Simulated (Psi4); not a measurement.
C2H3O2 (SMILES CO[C-]=O), charge -1, singlet, geometry from GFN2-xTB (a gas-phase anion, which may not be bound at this level); Psi4 1.11 with B3LYP/aug-cc-pVDZ.

The Psi4 input:
```
memory 2 GB

molecule {
-1 1
C    -1.15412904   -0.13368505   -0.00475851
O    -0.72670803   -1.11946687    0.60148897
O     0.00963198    0.80173294   -0.46742437
C     1.28691312    0.41218812   -0.14832584
H     1.79443639    1.15884469    0.49102832
H     1.24026991   -0.54555805    0.40753573
H     1.90519756    0.25756633   -1.05257476
}

set {
  basis aug-cc-pvdz
  puream false
}

energy('b3lyp')
print_variables()
```

**Question.** Write the output that Psi4 gives for this input, abridged.

**Answer.** 
```
   => Loading Basis Set <=

    Name: AUG-CC-PVDZ
    Role: ORBITAL
    Keyword: BASIS

         ---------------------------------------------------------
                                   SCF
               by Justin Turney, Rob Parrish, Andy Simmonett
                          and Daniel G. A. Smith
                              RKS Reference
         ---------------------------------------------------------

  ==> Geometry <==

    Molecular point group: c1
    Full point group: C1

    Geometry (in Angstrom), charge = -1, multiplicity = 1:

       Center              X                  Y                   Z               Mass
    ------------   -----------------  -----------------  -----------------  -----------------
         C           -1.071137543020    -0.119071009501    -0.007336297898    12.000000000000
         O           -0.643716533020    -1.104852829501     0.598911182102    15.994914619570
         O            0.092623476980     0.816346980499    -0.470002157898    15.994914619570
         C            1.369904616980     0.426802160499    -0.150903627898    12.000000000000
         H            1.877427886980     1.173458730499     0.488450532102     1.007825032230
         H            1.323261406980    -0.530944009501     0.404957942102     1.007825032230
         H            1.988189056980     0.272180370499    -1.055152547898     1.007825032230

  Running in c1 symmetry.

  Rotational constants: A =      0.69664  B =      0.22438  C =      0.17542 [cm^-1]
  Rotational constants: A =  20884.65738  B =   6726.68464  C =   5259.06867 [MHz]
  Nuclear repulsion =  110.659015390655668

  Charge       = -1
  Multiplicity = 1
  Electrons    = 32
  Nalpha       = 16
  Nbeta        = 16

  ==> Algorithm <==

  SCF Algorithm Type is DF.
  DIIS enabled.
  MOM disabled.
  Fractional occupation disabled.
  Guess Type is SAD.
  Energy threshold   = 1.00e-06
  Density threshold  = 1.00e-06
  Integral threshold = 1.00e-12

  ==> Primary Basis <==

  Basis Set: AUG-CC-PVDZ
    Blend: AUG-CC-PVDZ
    Number of shells: 51
    Number of basis functions: 127
    Number of Cartesian functions: 127
    Spherical Harmonics?: false
    Max angular momentum: 2

  ==> DFT Potential <==

   => LibXC <=

    Version 7.1.2
    S. Lehtola, C. Steigemann, M. J. T. Oliveira, and M. A. L. Marques,  SoftwareX 7, 1–5 (2018) (10.1016/j.softx.2017.11.002)

   => Composite Functional: B3LYP <=

    B3LYP Hyb-GGA Exchange-Correlation Functional

[...]
   @DF-RKS iter   5:  -228.47465164819678   -1.18359e-02   1.11461e-03 ADIIS/DIIS
   @DF-RKS iter   6:  -228.48202781231333   -7.37616e-03   2.53725e-04 ADIIS/DIIS
   @DF-RKS iter   7:  -228.48248358093750   -4.55769e-04   4.05712e-05 DIIS
   @DF-RKS iter   8:  -228.48249284305967   -9.26212e-06   1.34170e-05 DIIS
   @DF-RKS iter   9:  -228.48249428199006   -1.43893e-06   4.67450e-06 DIIS
   @DF-RKS iter  10:  -228.48249444893096   -1.66941e-07   7.71731e-07 DIIS
  Energy and wave function converged.

  ==> Post-Iterations <==

   Electrons on quadrature grid:
      Ntotal   =   31.9999986194 ; deviation = -1.381e-06

    Orbital Energies [Eh]
    ---------------------

    Doubly Occupied:

[...]
      16A      0.000230

    Virtual:

[...]
    Final Occupation by Irrep:
              A
    DOCC [    16 ]
    NA   [    16 ]
    NB   [    16 ]

  @DF-RKS Final Energy:  -228.48249444893096

   => Energetics <=

    Nuclear Repulsion Energy =            110.6590153906556679
    One-Electron Energy =                -537.9588937453331710
    Two-Electron Energy =                 222.4812448519511463
    DFT Exchange-Correlation Energy =     -23.6638609462046006
    Empirical Dispersion Energy =           0.0000000000000000
    VV10 Nonlocal Energy =                  0.0000000000000000
    Total Energy =                       -228.4824944489309644

Computation Completed

Properties will be evaluated at   0.000000,   0.000000,   0.000000 [a0]

Properties computed using the SCF density matrix

 Multipole Moments:

 ------------------------------------------------------------------------------------
     Multipole            Electronic (a.u.)      Nuclear  (a.u.)        Total (a.u.)
 ------------------------------------------------------------------------------------

 L = 1.  Multiply by 2.5417464519 to convert [e a0] to [Debye]
 Dipole X            :         -3.4916592            4.8617671            1.3701079
 Dipole Y            :         -0.7736119            0.8561125            0.0825006
 Dipole Z            :          0.2011523           -0.1510107            0.0501416
 Magnitude           :                                                    1.3735051

 ------------------------------------------------------------------------------------

  Variable Map:
  ----------------------------------------------------------------------------
[...]
  Array Variable Map:
  ----------------------------------------------------------------------------
[...]
[...]
```
